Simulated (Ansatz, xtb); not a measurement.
**C5H7FS: which of two isomers lies lower**

Structure a: `F[C@@H]1CCC=CS1`, a singlet. Structure b: `CC1=C[C@H](F)CS1`, a singlet. Both are isolated molecules in the gas phase, relaxed with r2SCAN-D4/def2-SVP; the shapes shown needn't be the lowest conformers.

a (Å):

```csv
atom,x (Å),y (Å),z (Å)
C,-1.7816,0.3379,-0.9996
C,-0.6057,-0.4878,-1.4731
C,0.3724,-0.8233,-0.3481
C,-0.2888,-1.4553,0.8416
C,-1.6080,-1.4172,1.1015
F,-2.5805,0.6778,-2.0647
S,-2.8535,-0.5864,0.1808
H,-1.4531,1.2723,-0.5091
H,-0.1008,0.0868,-2.2680
H,-1.0024,-1.4090,-1.9317
H,1.1475,-1.5027,-0.7428
H,0.9226,0.0865,-0.0347
H,0.3500,-1.9935,1.5507
H,-2.0222,-1.9241,1.9796
```

b (Å):

```xyz
14

C    -2.2172   -1.2686   -2.2072
C    -1.2712   -0.8053   -1.1518
C    -0.7070   -1.5413   -0.1691
C     0.0719   -0.7537    0.8304
C     0.4260    0.5798    0.1753
F    -0.7184   -0.5264    1.9679
S    -0.8197    0.9037   -1.1305
H    -3.1644   -0.7069   -2.1530
H    -2.4394   -2.3381   -2.0873
H    -1.8009   -1.1022   -3.2142
H    -0.9162   -2.6052   -0.0310
H     0.9835   -1.2623    1.1922
H     0.4249    1.3907    0.9178
H     1.4161    0.5254   -0.3038
```

Quicker runs give these differences E(b) − E(a): GFN2-xTB −4.8 kcal/mol; HF/STO-3G −3.2 kcal/mol (at GFN2-xTB geometries); r2SCAN-D4/def2-SVP//GFN2-xTB −3.2 kcal/mol.

Estimate E(b) − E(a) at the level CCSD(T)/def2-SVP + ΔMP2/def2-TZVPP.

Calculated at CCSD(T)/def2-SVP + ΔMP2/def2-TZVPP: E(b) − E(a) = −5.0 kcal/mol, so structure b lies lower.

The same difference at several levels:

| level | geometry | E(b) − E(a) (kcal/mol) | departure from the last row (kcal/mol) | job, with rough time for the two |
| --- | --- | --- | --- | --- |
| GFN2-xTB | GFN2-xTB | −4.8 | +0.2 | optimisation, 0.15 s |
| HF/STO-3G | GFN2-xTB | −3.2 | +1.8 | single point, 0.36 s |
| r2SCAN-D4/def2-SVP//GFN2-xTB | GFN2-xTB | −3.2 | +1.8 | single point, 4 s |
| r2SCAN-D4/def2-SVP | r2SCAN-D4/def2-SVP | −3.8 | +1.2 | optimisation, 38 s |
| HF/def2-SVP | r2SCAN-D4/def2-SVP | −4.2 | +0.8 | part of the CCSD(T) run |
| MP2/def2-SVP | r2SCAN-D4/def2-SVP | −4.7 | +0.3 | part of the CCSD(T) run |
| CCSD(T)/def2-SVP | r2SCAN-D4/def2-SVP | −3.8 | +1.2 | single point |
| CCSD(T)/def2-SVP + ΔMP2/def2-TZVPP | r2SCAN-D4/def2-SVP | −5.0 |  | single point, 73 s |

As drawn, both hold the same kinds of bond in the same numbers. Structure a has 0 methyl groups, b 1. Structure a has a 6-membered ring, b a 5-membered ring.

None of the levels shown reverses the order. The largest departure from CCSD(T)/def2-SVP + ΔMP2/def2-TZVPP is that of HF/STO-3G, 1.8 kcal/mol. The last row adds to CCSD(T) the change of the MP2 difference between the two basis sets, here −1.2 kcal/mol.

With thermal terms from frequencies at re-optimised GFN2-xTB minima (ideal gas, soft modes damped towards free rotors, one conformer each, 298.15 K, 1 atm): on the last row, ΔE + ΔZPE = −5.8, ΔH = −5.4, ΔG = −6.5 kcal/mol.

The correlated steps freeze 11 core orbitals. Codes used: Ansatz 0.2.0, xtb 6.7.1; the last row on 4 threads of Arm Neoverse V1 on a shared host.
